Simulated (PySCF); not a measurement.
**Orbital picture of SnO**

r²SCAN at R = 1.824 Å; PySCF, scalar-relativistic core potentials, basis sets Sn def2-TZVPPD with ECP28, O def2-TZVPPD. State: ¹Σ⁺ (singlet), closed shell. Only the outer orbitals are listed, counted within each symmetry, core potentials removing the inner ones.

```tsv
orbital	occ.	ε (eV)	on Sn (%)	main shells (%)
5σ	2	-22.23	24	76 O s, 14 Sn d
6σ	2	-11.00	79	78 Sn s, 16 O p
3π	2	-6.95	19	80 O p, 17 Sn p
3π	2	-6.95	19	80 O p, 17 Sn p
7σ	2	-6.76	41	56 O p, 27 Sn p, 13 Sn s
4π	0	-2.91	88	85 Sn p, 13 O p
4π	0	-2.91	88	85 Sn p, 13 O p
```

Question: Which are the highest filled and the lowest empty level, where do they sit, and how wide is the gap?

Answer: Highest filled 7σ at -6.76 eV (in %: 56 O p, 27 Sn p, 13 Sn s); lowest empty 4π at -2.91 eV (in %: 85 Sn p, 13 O p); the gap at r²SCAN is 3.85 eV.

- bond order (Mayer): 1.93
- ⟨S²⟩: 0.000
- charge on Sn (Mulliken, basis-dependent): 0.64
- charge on Sn (Löwdin, basis-dependent): 0.88
- dipole moment (positive dipole means Sn(−)O(+)): -4.08 D

Spin–orbit coupling is left out.
